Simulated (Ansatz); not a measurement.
Ansatz (a program for electronic structure) input (B2PLYP/def2-TZVPD):

Ansatz 0.2 input:
```yaml
crystal:
  periodic: [false, false, false]
  atoms:
    - {symbol: In, position_ang: [-0.16209051, 0.15194732, -0.16389608]}
    - {symbol: Cl, position_ang: [2.07537305, -0.63265112, 0.15094981]}
    - {symbol: Cl, position_ang: [-0.13059105, -1.19043174, 1.81549575]}
    - {symbol: Cl, position_ang: [-1.47757995, 1.38511704, -1.49403920]}
basis:
  gaussian:
    orbitals: def2-TZVPD
hamiltonian:
  xc: {name: B2PLYP}
total_charge: 1
magnetization: {spin_polarized: true, initial_magnetization: 1}
correlation: {electrons: outside_noble_gas}
```

Output:

```
Functional definition: B2PLYP
integrals: 0.40 GiB planned
1314 factors; integrals over basis functions are off by at most 7.5e-4 eV
mean field: 2.05 GiB planned
mean field evaluation 1: about -42710.2604 eV, gradient 2.2e1 eV
mean field evaluation 2: about -42710.3257 eV, gradient 2.2e1 eV
mean field evaluation 4: about -42712.6829 eV, gradient 2.4e0 eV
mean field evaluation 8: about -42712.7142 eV, gradient 2.1e-1 eV
mean field evaluation 16: about -42712.7147 eV, gradient 1.9e-3 eV
mean field evaluation 32: about -42712.5748 eV, gradient 2.0e0 eV
mean field -42712.71474510 eV, -1569.6633151644 hartree, gradient 4.6e-6 eV, S^2 0.765180; 4 other end points of the search recorded, 0 dependent functions left out
24 core orbitals not correlated, not the lowest: weight in the atoms' cores, before any rotation towards them, 0.549 or more for the frozen orbitals, at most 0.439 for the correlated occupied ones
reference -42712.71493018 eV, -1569.6633219660 hartree; 12, 11 occupied and 158, 159 virtual orbitals, 1314 factors
second order -20.19625977 eV of doubles, -0.00000000 eV of singles
Total energy: -42718.16792032 eV, -1569.8637156574 hartree
```
